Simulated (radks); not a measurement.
The chromium ion Cr+, configuration [Ar] 3d5. Method: Dirac Kohn-Sham, PBEsol, spin-unpolarised, spherical densities, finite nucleus; open shells are shared between the two j in proportion to 2j + 1; Fermi nuclear charge, rms radius 3.6452 fm; computed with a radial shooting solver on a logarithmic mesh with Libxc functionals. Some entries of the table are withheld. Estimate them.

orbital,occ.,eigenvalue (hartree),<1/r> (bohr^-1)
1s1/2,2,-216.0931,23.87
2s1/2,2,-24.72798,5.063
2p1/2,2,(1),(2)
2p3/2,4,(3),(4)
3s1/2,2,(5),1.565
3p1/2,2,(6),1.434
3p3/2,4,(7),1.417
3d3/2,2,(8),0.9956
3d5/2,3,(9),0.9909

Answer. 
(1) 2p1/2 eigenvalue (hartree): -21.04402
(2) 2p1/2 <1/r> (bohr^-1): 5.005
(3) 2p3/2 eigenvalue (hartree): -20.72665
(4) 2p3/2 <1/r> (bohr^-1): 4.929
(5) 3s1/2 eigenvalue (hartree): -2.96579
(6) 3p1/2 eigenvalue (hartree): -1.94751
(7) 3p3/2 eigenvalue (hartree): -1.91028
(8) 3d3/2 eigenvalue (hartree): -0.36354
(9) 3d5/2 eigenvalue (hartree): -0.36059
